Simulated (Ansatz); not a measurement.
Problem. Name a neutral molecule of As, C, O, Si and H with size of the dipole moment (ωB97M-V/def2-TZVPP) between 0.55 and 0.85 D and size of the dipole moment (B3LYP/def2-TZVPP) between 0.55 and 0.85 D (Ansatz, PBE0-D4/def2-TZVP geometry).

Solution. `CO[AsH][SiH3]` (0.73 D, 0.76 D). Other molecules can fit too; these were computed, each in one conformer that needn't be the lowest.

B3LYP here is the variant with VWN-RPA as its local correlation; programs differ in this.
